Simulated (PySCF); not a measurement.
HO₄Re, singlet, at a GFN2-xTB geometry (such geometries of metal compounds can be far from the true shape) (core potentials on Re). Base run: DF-TPSS/def2-SVP (PySCF).

Input for PySCF:
```python
from pyscf import gto, scf, dft

mol = gto.Mole()
mol.atom = '''
    Re    0.00720066   -0.00566485   -0.00452696
    O     0.99984338    0.87729986   -1.01190406
    O     1.02680502   -0.75889430    1.07844451
    O    -0.61787859   -1.22670310   -0.95221699
    O    -1.23740653    0.97348381    0.77794252
    H    -1.91095539    1.50337347    1.20139455
'''
mol.basis = 'def2-svp'
mol.ecp = {'Re': 'def2-svp'}
mol.verbose = 4
mol.build()

mf = dft.RKS(mol)
mf.xc = 'tpss'
mf = mf.density_fit(auxbasis='def2-universal-jkfit')
mf.kernel()
```

Variants of this job, named by their change:

```json
[
 {"change": "base", "basis functions": "93", "E (Eh)": "-379.72830", "HOMO (eV)": "-7.77", "HOMO-LUMO gap (eV)": "5.24", "dipole (D)": "4.81", "core-seconds (rough)": "10"},
 {"change": "basis = LANL2DZ", "basis functions": "…", "E (Eh)": "…", "HOMO (eV)": "…", "HOMO-LUMO gap (eV)": "…", "dipole (D)": "…", "core-seconds (rough)": "8"},
 {"change": "basis = def2-SV(P)", "basis functions": "83", "E (Eh)": "-379.66407", "HOMO (eV)": "-7.78", "HOMO-LUMO gap (eV)": "5.02", "dipole (D)": "4.77", "core-seconds (rough)": "10"},
 {"change": "basis = def2-SVPD", "basis functions": "135", "E (Eh)": "-379.75308", "HOMO (eV)": "-7.99", "HOMO-LUMO gap (eV)": "5.14", "dipole (D)": "4.64", "core-seconds (rough)": "20"},
 {"change": "basis = def2-TZVP", "basis functions": "170", "E (Eh)": "-380.11916", "HOMO (eV)": "-7.82", "HOMO-LUMO gap (eV)": "5.22", "dipole (D)": "4.73", "core-seconds (rough)": "20"},
 {"change": "basis = def2-TZVPP", "basis functions": "…", "E (Eh)": "…", "HOMO (eV)": "-7.82", "HOMO-LUMO gap (eV)": "5.24", "dipole (D)": "…", "core-seconds (rough)": "30"},
 {"change": "basis = def2-TZVPD", "basis functions": "212", "E (Eh)": "-380.12227", "HOMO (eV)": "-7.87", "HOMO-LUMO gap (eV)": "5.18", "dipole (D)": "4.65", "core-seconds (rough)": "30"}
]
```

Task: Complete the blanks.

Result: 
- basis = LANL2DZ, basis functions: 60
- basis = LANL2DZ, E (Eh): -380.70502
- basis = LANL2DZ, HOMO (eV): -8.05
- basis = LANL2DZ, HOMO-LUMO gap (eV): 4.80
- basis = LANL2DZ, dipole (D): 5.01
- basis = def2-TZVPP, basis functions: 194
- basis = def2-TZVPP, E (Eh): -380.12876
- basis = def2-TZVPP, dipole (D): 4.71

Totals compare only among sets that treat the same electrons; sets with core potentials leave the core out.
